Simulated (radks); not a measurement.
Results of a calculation; reference values are marked as such.
Question: Ionisation of the oxygen ion O2+, [He] 2s2 2p2, to O3+, [He] 2s2 2p1, under several functionals. Scalar-relativistic Kohn-Sham, spin-polarised, spherical densities, finite nucleus; open shells are filled with parallel spins first; a radial shooting solver on a logarithmic mesh with Libxc functionals. The NIST Atomic Spectra Database gives 54.936 eV (semi-empirical). Rank these functionals by the error of their Delta-SCF ionisation energy: exchange-only LDA; SOGGA; OLYP; LDA (Slater exchange, VWN5 correlation); LDA (Slater exchange, Perdew-Wang correlation); r2SCAN.

Answer: From best to worst: SOGGA 55.244 eV (+0.309); LDA (Slater exchange, Perdew-Wang correlation) 55.552 eV (+0.617); LDA (Slater exchange, VWN5 correlation) 55.564 eV (+0.629); OLYP 55.589 eV (+0.654); exchange-only LDA 54.202 eV (-0.733); r2SCAN 55.900 eV (+0.965). Open shells are spherical and high-spin; term and fine-structure splittings are not resolved.
